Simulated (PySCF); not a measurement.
PySCF input for C5H5F, SMILES C=CC=C=CF, B3LYP-D3(BJ)/def2-SVP. Coordinates come from a B3LYP-D3(BJ)/def2-SVP optimisation. This is a generated structure with no PubChem entry under its InChIKey; it may be hypothetical. Other conformers were not sampled.

```python
import numpy as np
from pyscf import gto, scf, dft, df
from pyscf.hessian import thermo

mol = gto.M(
    atom='''
    C    -1.44450494   -2.18086189    1.53690287
    C    -0.75733051   -1.50138758    0.60560737
    C    -0.18277751   -0.17690059    0.83707340
    C     0.49917013    0.51575577   -0.05576114
    C     1.21180828    1.18034440   -0.92834019
    F     0.68434778    2.05504659   -1.80653488
    H    -1.61155548   -1.76598475    2.53593877
    H    -1.86146159   -3.16932581    1.33107477
    H    -0.60182225   -1.93308047   -0.38851652
    H    -0.34211045    0.25814400    1.83448669
    H     2.29962721    1.09312695   -1.02706384
    ''',
    basis='def2-SVP',
    charge=0,
    spin=0,
    max_memory=1600,
    verbose=3,
)
mf = dft.RKS(mol, xc='b3lyp').density_fit(auxbasis='def2-universal-jkfit')
mf.disp = 'd3bj'
mf.grids.level = 3
mf.conv_tol = 1e-11
mf.max_cycle = 100
mf.kernel()

# analytic Hessian; the response equations are solved on a coarser grid
h, args, fine = mf.Hessian(), (mf.mo_energy, mf.mo_coeff, mf.mo_occ), mf.grids
h.max_memory = max(150, 2.5e-5 * df.make_auxmol(mol, mf.with_df.auxbasis).nao * mol.nelec[0] * (mol.nelec[0] + mol.nao))  # MB; small integral blocks
h1ao = h.make_h1(mf.mo_coeff, mf.mo_occ)
mf.grids = dft.Grids(mol).set(level=1).build(with_non0tab=True)
mo1, mo_e1 = h.solve_mo1(*args, h1ao)
mf.grids = fine
hess = h.hess_elec(*args, mo1, mo_e1, h1ao) + h.hess_nuc()
if mf.do_disp():
    hess += h.get_dispersion()
for i in range(mol.natm):  # the analytic DFT Hessian lacks the response of the grid: restore translational invariance
    hess[i, i] -= hess[i].sum(axis=0)
hess = (hess + hess.transpose(1, 0, 3, 2)) / 2
vib = thermo.harmonic_analysis(mol, hess, imaginary_freq=False)
thermo.dump_normal_mode(mol, vib)
th = thermo.thermo(mf, vib['freq_au'][vib['freq_au'] > 0], 298.15, 101325)
thermo.dump_thermo(mol, th)
g0 = mf.nuc_grad_method().set(verbose=0).kernel()

# dipole derivatives [dipole axis, atom, xyz] from the same response
r, irp = mol.intor('int1e_r'), mol.intor('int1e_irp').reshape(3, 3, mol.nao, mol.nao)
sl, dm0, ok = mol.aoslice_by_atom(), np.array(mf.make_rdm1()), []
dmu = np.einsum('a,xt->xat', mol.atom_charges(), np.eye(3))
for a, (_, _, p0, p1) in enumerate(sl):
    dmu[:, a] += 2 * np.einsum('xtij,ij->xt', irp[:, :, :, p0:p1], dm0.reshape(-1, mol.nao, mol.nao).sum(0)[:, p0:p1])
    for u, c, occ, f in [(mo1, mf.mo_coeff, mf.mo_occ, 4)]:
        dmu[:, a] -= f * np.einsum('tui,xuv,vi->xt', u[a], r, c[:, occ > 0], optimize=True)
L = vib['norm_mode']
ir = 974.8801 * (np.einsum('xat,kat->kx', dmu, L) ** 2).sum(1)       # km/mol
apt = np.einsum('xax->a', dmu) / 3

# polarisability derivatives from nuclear gradients in small electric fields
h0, F = mf.get_hcore(), 0.005
def in_field(f, guess):
    m = mf.copy()
    m.verbose, m.conv_tol, m.conv_tol_grad = 0, 1e-11, 2e-7
    m.get_hcore = lambda *a: h0 + np.einsum('x,xij->ij', f, r)
    m.kernel(guess)
    ok.append(m.converged)
    dm = np.array(m.make_rdm1())
    g = m.nuc_grad_method().kernel() - np.outer(mol.atom_charges(), f)
    for a, (_, _, p0, p1) in enumerate(sl):
        g[a] -= 2 * np.einsum('x,xtij,ij->t', f, irp[:, :, :, p0:p1], dm[:, p0:p1])
    return g, -np.einsum('xij,ij->x', r, dm), dm
E = np.eye(3) * F
g0, _, dm0 = in_field(np.zeros(3), dm0)
gp = [in_field(e, dm0) for e in E]
gm = [in_field(-e, 2 * dm0 - p[2]) for e, p in zip(E, gp)]
alpha = np.array([(p[1] - q[1]) / (2 * F) for p, q in zip(gp, gm)])  # bohr^3
check = abs(np.array([-(p[0] - q[0]) / (2 * F) for p, q in zip(gp, gm)]) - dmu).max()
print('static polarisability / bohr^3:', alpha.round(3))
print('largest difference of analytic and finite-field dipole derivatives / e:', check)
da = np.zeros((3, 3, mol.natm, 3))
for x in range(3):
    da[x, x] = -(gp[x][0] + gm[x][0] - 2 * g0) / F**2
for x, y in ((0, 1), (0, 2), (1, 2)):
    up, down = in_field(E[x] + E[y], gp[x][2] + gp[y][2] - dm0), in_field(-E[x] - E[y], gm[x][2] + gm[y][2] - dm0)
    both = -(up[0] + down[0] - 2 * g0) / F**2
    da[x, y] = da[y, x] = (both - da[x, x] - da[y, y]) / 2
aq = np.einsum('xyat,kat->kxy', da, L) * 0.529177210903**2           # A^2/amu^1/2
a = np.einsum('kxx->k', aq) / 3
g2 = 1.5 * (aq**2).sum((1, 2)) - 4.5 * a**2
raman, depol = 45 * a**2 + 7 * g2, 3 * g2 / (45 * a**2 + 4 * g2 + 1e-12)
print('mode   freq/cm-1   IR/(km/mol)   Raman/(A^4/amu)   depolarisation')
for k, w in enumerate(vib['freq_wavenumber']):
    print(f'{k + 1:4d} {w:11.2f} {ir[k]:13.3f} {raman[k]:17.3f} {depol[k]:16.3f}')
print('max |gradient| / (hartree/bohr):', abs(g0).max())
print('APT charges:', apt.round(4))
```

Output:

```
converged SCF energy = -293.083858799463

WARN: DFTD3 does not support analytical Hessian, using finite difference


WARN: Mole.unit (angstrom) is changed to Bohr

Mode                                 0                   1                   2
Irrep
Freq [cm^-1]                       98.2817            128.3532            223.3298
Reduced mass [au]                   4.4316              3.1152              3.8382
Force const [Dyne/A]                0.0252              0.0302              0.1128
Char temp [K]                     141.4056            184.6717            321.3218
Normal mode                   x     y     z       x     y     z       x     y     z
       0   C                 0.10 -0.06  0.09    0.06 -0.06 -0.07   -0.06 -0.01 -0.03
       1   C                -0.08 -0.01 -0.00   -0.04  0.10 -0.04    0.08 -0.03  0.06
       2   C                -0.08  0.00 -0.04   -0.00  0.06  0.09    0.06 -0.03  0.08
       3   C                -0.10  0.00 -0.06   -0.01  0.07  0.09   -0.12  0.05 -0.00
       4   C                -0.02 -0.01 -0.00   -0.02 -0.05 -0.01   -0.08 -0.04 -0.05
       5   F                 0.10  0.06 -0.00   -0.00 -0.07 -0.03    0.07  0.06 -0.03
       6   H                 0.23 -0.09  0.12    0.16 -0.22  0.01   -0.19 -0.01 -0.05
       7   H                 0.12 -0.08  0.13    0.05 -0.03 -0.19   -0.04 -0.01 -0.09
       8   H                -0.19  0.02 -0.03   -0.14  0.25 -0.12    0.18 -0.04  0.08
       9   H                -0.04  0.00 -0.03    0.05 -0.02  0.13    0.18 -0.08  0.12
      10   H                -0.02 -0.09  0.06   -0.03 -0.15 -0.08   -0.09 -0.21 -0.06
Mode                                 3                   4                   5
Irrep
Freq [cm^-1]                      315.3159            383.3104            507.6044
Reduced mass [au]                   2.7005              2.7456              5.0590
Force const [Dyne/A]                0.1582              0.2377              0.7680
[...]
       3   C                -0.03  0.01 -0.01   -0.02  0.01 -0.04    0.01 -0.00  0.00
       4   C                 0.00  0.03  0.02    0.08  0.00 -0.02   -0.00 -0.01 -0.01
       5   F                -0.00 -0.00  0.00   -0.02  0.01 -0.01    0.00 -0.00 -0.00
       6   H                 0.20 -0.11  0.08    0.21  0.31 -0.14    0.50 -0.25  0.19
       7   H                 0.21 -0.10  0.07   -0.22 -0.11  0.47    0.42 -0.21  0.16
       8   H                 0.11 -0.07  0.05    0.10  0.14 -0.10   -0.01  0.01 -0.00
       9   H                -0.59  0.30 -0.23    0.02  0.14  0.08    0.23 -0.12  0.09
      10   H                -0.04 -0.26 -0.21    0.08  0.07 -0.05    0.01  0.08  0.06
Mode                                12                  13                  14
Irrep
Freq [cm^-1]                     1032.1997           1046.2499           1166.9785
Reduced mass [au]                   1.1350              3.1255              2.5664
Force const [Dyne/A]                0.7125              2.0158              2.0592
Char temp [K]                    1485.1055           1505.3207           1679.0223
Normal mode                   x     y     z       x     y     z       x     y     z
       0   C                 0.01 -0.02  0.00    0.02  0.05  0.02   -0.00 -0.03 -0.03
       1   C                -0.08  0.04 -0.03   -0.01  0.00 -0.02    0.01  0.08  0.08
       2   C                -0.00  0.01 -0.02   -0.05 -0.05  0.08   -0.01 -0.10 -0.10
       3   C                 0.01  0.00  0.00   -0.06 -0.02 -0.01   -0.01  0.01  0.05
       4   C                -0.02  0.01 -0.01    0.16 -0.05  0.02    0.04 -0.07  0.07
       5   F                 0.01 -0.01  0.01   -0.05  0.06 -0.06   -0.03  0.04 -0.04
       6   H                 0.32 -0.13  0.10   -0.03 -0.14  0.08    0.12  0.16 -0.09
       7   H                -0.30  0.13 -0.07    0.05  0.08 -0.21   -0.06 -0.03  0.12
       8   H                 0.66 -0.31  0.24    0.07 -0.11  0.05    0.18  0.36 -0.01
       9   H                 0.17 -0.03  0.03   -0.16 -0.27  0.16    0.12  0.11 -0.17
      10   H                -0.02  0.03  0.05    0.16  0.07 -0.09    0.04 -0.17  0.15
Mode                                15                  16                  17
Irrep
Freq [cm^-1]                     1200.8707           1286.4918           1308.2069
Reduced mass [au]                   1.5801              1.2289              1.2494
Force const [Dyne/A]                1.3426              1.1983              1.2598
Char temp [K]                    1727.7855           1850.9753           1882.2184
Normal mode                   x     y     z       x     y     z       x     y     z
       0   C                 0.01  0.02  0.01   -0.00  0.03  0.05    0.03 -0.00 -0.08
       1   C                -0.01 -0.07 -0.06   -0.01 -0.06 -0.05   -0.02  0.02  0.07
       2   C                 0.03  0.07  0.01   -0.03 -0.05  0.02   -0.02 -0.03  0.01
       3   C                 0.01 -0.00  0.02   -0.03  0.01  0.03   -0.03 -0.00  0.03
       4   C                 0.01 -0.06  0.07    0.00 -0.00  0.00    0.00 -0.02  0.02
       5   F                -0.03  0.04 -0.04    0.02 -0.01  0.01    0.01 -0.00 -0.00
       6   H                -0.06 -0.09  0.04   -0.10 -0.13  0.10    0.21  0.29 -0.18
       7   H                 0.05  0.02 -0.10    0.07  0.04 -0.13    0.04  0.01 -0.11
       8   H                -0.14 -0.28  0.00    0.24  0.34 -0.19   -0.30 -0.43  0.23
       9   H                 0.28  0.46 -0.12    0.26  0.41 -0.14    0.14  0.22 -0.07
      10   H                 0.01 -0.28  0.31   -0.01  0.34 -0.39   -0.00  0.30 -0.34
Mode                                18                  19                  20
Irrep
Freq [cm^-1]                     1401.7907           1477.3710           1693.1909
Reduced mass [au]                   1.4703              2.0918              4.6390
Force const [Dyne/A]                1.7022              2.6900              7.8358
Char temp [K]                    2016.8647           2125.6079           2436.1247
Normal mode                   x     y     z       x     y     z       x     y     z
       0   C                 0.00  0.01  0.01    0.03  0.03 -0.05   -0.09 -0.09  0.11
       1   C                -0.05 -0.07  0.04    0.02  0.05 -0.00    0.10  0.13 -0.11
       2   C                -0.04 -0.04  0.05   -0.08 -0.11  0.06   -0.03 -0.04  0.02
       3   C                 0.02  0.01 -0.01    0.00  0.01  0.01   -0.00 -0.00  0.00
       4   C                 0.02  0.07 -0.08    0.03  0.08 -0.10    0.01  0.01 -0.01
       5   F                -0.00 -0.01  0.02    0.00 -0.02  0.02    0.00 -0.00  0.00
       6   H                 0.23  0.37 -0.12   -0.16 -0.29  0.05    0.09  0.21  0.04
       7   H                 0.21  0.05 -0.49   -0.13  0.01  0.35    0.02 -0.10 -0.18
       8   H                 0.08  0.14 -0.03   -0.09 -0.14  0.07   -0.08 -0.18 -0.03
       9   H                 0.03  0.07  0.02    0.14  0.25 -0.05    0.05  0.08 -0.02
      10   H                 0.04 -0.25  0.27    0.05 -0.17  0.18    0.01 -0.01  0.01
Mode                                21                  22                  23
Irrep
Freq [cm^-1]                     2065.3407           3107.0695           3139.6314
Reduced mass [au]                  10.5505              1.0885              1.0602
Force const [Dyne/A]               26.5159              6.1913              6.1574
Char temp [K]                    2971.5654           4470.3812           4517.2305
Normal mode                   x     y     z       x     y     z       x     y     z
       0   C                 0.00  0.00 -0.00   -0.00 -0.00  0.00   -0.03 -0.02  0.05
       1   C                -0.00 -0.00  0.00    0.00  0.00  0.00    0.00  0.01  0.01
       2   C                -0.06 -0.07  0.07    0.01 -0.03 -0.07   -0.00  0.00  0.00
       3   C                 0.12  0.12 -0.16   -0.00 -0.00  0.00   -0.00 -0.00  0.00
       4   C                -0.06 -0.07  0.09    0.00 -0.00  0.00   -0.00  0.00 -0.00
       5   F                -0.00  0.00 -0.00   -0.00  0.00 -0.00    0.00 -0.00  0.00
       6   H                -0.00 -0.00 -0.00    0.00 -0.01 -0.02    0.11 -0.29 -0.69
       7   H                 0.00  0.01  0.00    0.01  0.02  0.01    0.22  0.54  0.12
       8   H                -0.00 -0.00  0.01    0.01 -0.03 -0.07    0.02 -0.05 -0.12
       9   H                -0.00  0.03  0.05   -0.14  0.38  0.86    0.01 -0.02 -0.04
      10   H                -0.09  0.02 -0.01   -0.01  0.00  0.00    0.01 -0.00 -0.00
Mode                                24                  25                  26
Irrep
Freq [cm^-1]                     3166.5500           3170.9309           3240.8597
Reduced mass [au]                   1.0942              1.0923              1.1171
Force const [Dyne/A]                6.4640              6.4707              6.9126
Char temp [K]                    4555.9605           4562.2636           4662.8755
Normal mode                   x     y     z       x     y     z       x     y     z
       0   C                -0.01  0.00  0.02    0.00  0.00 -0.00   -0.02 -0.08 -0.05
       1   C                 0.01 -0.03 -0.08   -0.00 -0.00 -0.00    0.00 -0.00 -0.01
       2   C                 0.00 -0.00 -0.01    0.00 -0.00 -0.00    0.00  0.00 -0.00
       3   C                -0.00 -0.00  0.00    0.00  0.00 -0.00   -0.00 -0.00  0.00
       4   C                 0.00  0.00 -0.00   -0.08  0.00  0.01   -0.00  0.00 -0.00
       5   F                 0.00 -0.00  0.00   -0.00  0.00 -0.00    0.00 -0.00  0.00
       6   H                 0.03 -0.07 -0.16   -0.00  0.00  0.00   -0.09  0.21  0.51
       7   H                -0.00 -0.01 -0.00   -0.00 -0.00 -0.00    0.29  0.68  0.14
       8   H                -0.13  0.37  0.85   -0.00  0.00  0.01   -0.02  0.04  0.10
       9   H                -0.01  0.03  0.06   -0.00  0.00  0.01    0.00  0.00  0.00
      10   H                -0.01  0.00  0.00    0.95 -0.07 -0.09    0.00 -0.00 -0.00
temperature 298.1500 [K]
pressure 101325.00 [Pa]
Rotational constants [GHz] 19.64940 1.31139 1.28550
Symmetry number 1
Zero-point energy (ZPE) 0.08220 [Eh]   215812.002 [J/mol]
                           tot       elec      trans        rot        vib
Entropy [J/mol/K]       330.084      0.000    164.019    111.611     54.454
Cv [J/mol/K]             89.915      0.000     12.472     12.472     64.971
Cp [J/mol/K]             98.229      0.000     20.786     12.472     64.971
Internal energy [J/mol]                      3718.434   3718.434 225019.567
Internal energy [Eh]   -292.99532  -293.08386
Enthalpy [J/mol]                             6197.391   3718.434 225019.567
Enthalpy [Eh]          -292.99438
Gibbs free energy [J/mol]                  -42705.010 -29558.299 208784.123
Gibbs free energy [Eh] -293.03186
static polarisability / bohr^3: [[ 52.86   28.98  -25.732]
 [ 28.994  68.362 -26.013]
 [-25.729 -26.001  64.144]]
largest difference of analytic and finite-field dipole derivatives / e: 0.0004348457118187668
mode   freq/cm-1   IR/(km/mol)   Raman/(A^4/amu)   depolarisation
   1       98.28         0.655             5.567            0.740
   2      128.35         0.459             4.074            0.696
   3      223.33         0.903             1.457            0.708
   4      315.32         2.041             8.395            0.719
   5      383.31         6.553            10.630            0.454
   6      507.60        12.278            10.217            0.327
   7      649.68        18.833             1.164            0.673
   8      668.63         7.768             5.712            0.750
   9      823.21         8.797             3.706            0.746
  10      916.36         3.720             6.195            0.747
  11      916.37         4.849             1.069            0.172
  12      946.78        40.303             7.383            0.750
  13     1032.20         9.873             1.530            0.472
  14     1046.25       103.704            29.807            0.269
  15     1166.98        63.257            10.799            0.430
  16     1200.87        59.843            71.922            0.426
  17     1286.49         7.711             6.053            0.452
  18     1308.21         5.929            11.666            0.310
  19     1401.79        73.126            38.325            0.521
  20     1477.37        32.826            29.335            0.296
  21     1693.19         4.728           223.440            0.265
  22     2065.34        73.695            86.366            0.400
  23     3107.07         4.734           111.288            0.255
  24     3139.63         4.641           101.043            0.112
  25     3166.55         4.781            75.925            0.280
  26     3170.93         6.250           245.479            0.269
  27     3240.86         5.966           107.791            0.640
max |gradient| / (hartree/bohr): 0.0001872986561311262
APT charges: [-0.099  -0.003   0.1262 -0.2699  0.7209 -0.6     0.0362  0.0375  0.028
  0.0129  0.0102]
```

The calculation finished and met its thresholds.

Cost: around 4 core-minutes (rough).
